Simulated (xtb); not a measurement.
Input for xtb: GFN-FF on C2H8S (a complex), monomers drawn apart or pushed together.

```
$ xtb mol.xyz --gfnff --sp --chrg 0 --uhf 0
11

C     -0.05253314     0.07524439    -0.09987776
H     -1.11684466     0.02075430     0.12847562
H      0.49353200     0.40839097     0.78163316
H      0.30373735    -0.90909669    -0.40184656
H      0.10475973     0.78045081    -0.91489445
C     -0.25340373    -1.28978592     3.93374537
S      0.25804051     0.41736716     4.31448977
H     -0.27557682    -1.46340217     2.86020467
H      0.49875900    -1.93781352     4.38050393
H     -1.22097213    -1.51931474     4.37503795
H     -0.76057926     1.03668336     3.69650503
```

Problem. Predict the final total energy.

Solution. -1.3320 hartree.
